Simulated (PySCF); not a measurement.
BaO (SMILES [O]=[Ba]), singlet, at a GFN2-xTB geometry (such geometries of metal compounds can be far from the true shape) (core potentials on Ba). Base run: B3LYP/def2-SV(P) (PySCF).

Here is a job for PySCF.
```python
from pyscf import gto, scf, dft

mol = gto.Mole()
mol.atom = '''
    Ba   -0.000000   -0.000000   -0.262744
    O     0.000000    0.000000    1.839205
'''
mol.basis = 'def2-sv(p)'
mol.ecp = {'Ba': 'def2-sv(p)'}
mol.charge = 0
mol.spin = 0
mol.verbose = 5
mol.build()

mf = dft.RKS(mol)
mf.xc = 'b3lyp'
mf.kernel()
```

The base run was repeated with changes; each row names its change, and settings that it needs were set with it.

| change | basis functions | E (Eh) | HOMO (eV) | HOMO-LUMO gap (eV) | dipole (D) |
|---|---|---|---|---|---|
| base | 44 | -100.63527 | -4.39 | 2.68 | 8.47 |
| basis = ANO-RCC-VDZP; relativity = spin-free X2C (without mol.ecp = {'Ba': 'def2-sv(p)'}) | 61 | -8210.19940 | -4.65 | 2.55 | 8.09 |
| basis = x2c-TZVPall; relativity = none (without mol.ecp = {'Ba': 'def2-sv(p)'}) | 100 | -7854.78432 | -4.68 | 3.23 | 8.68 |
| basis = ANO-RCC-VDZP; relativity = none (without mol.ecp = {'Ba': 'def2-sv(p)'}) | 61 | -7618.84924 | -6.08 | 3.89 | 7.60 |
| basis = jorge-DZP-DKH; relativity = spin-free X2C; nucleus = Gaussian (with mol.nucmod = 'G'; without mol.ecp = {'Ba': 'def2-sv(p)'}) | 56 | -8180.61979 | -3.56 | 1.25 | 6.34 |
| basis = jorge-DZP-DKH; relativity = none (without mol.ecp = {'Ba': 'def2-sv(p)'}) | 56 | -7645.31749 | -3.11 | 0.76 | 9.33 |
| basis = ANO-RCC-VDZP; relativity = spin-free X2C; nucleus = Gaussian (with mol.nucmod = 'G'; without mol.ecp = {'Ba': 'def2-sv(p)'}) | 61 | -8209.85316 | -4.65 | 2.55 | 8.09 |
| basis = x2c-TZVPall; relativity = spin-free X2C (without mol.ecp = {'Ba': 'def2-sv(p)'}) | 100 | -8210.46142 | -4.40 | 2.66 | 8.92 |
| basis = x2c-TZVPall; relativity = spin-free X2C; nucleus = Gaussian (with mol.nucmod = 'G'; without mol.ecp = {'Ba': 'def2-sv(p)'}) | 100 | -8210.16407 | -4.40 | 2.66 | 8.92 |
| basis = jorge-DZP-DKH; relativity = spin-free X2C (without mol.ecp = {'Ba': 'def2-sv(p)'}) | 56 | -8180.89135 | -3.56 | 1.26 | 6.34 |

Total energies compare only within one method and basis.

Basis sets contracted for a relativistic Hamiltonian are a mismatch without it, so the rows without relativity aren't non-relativistic limits. No row has spin-orbit coupling; sets with core potentials leave out the core electrons.
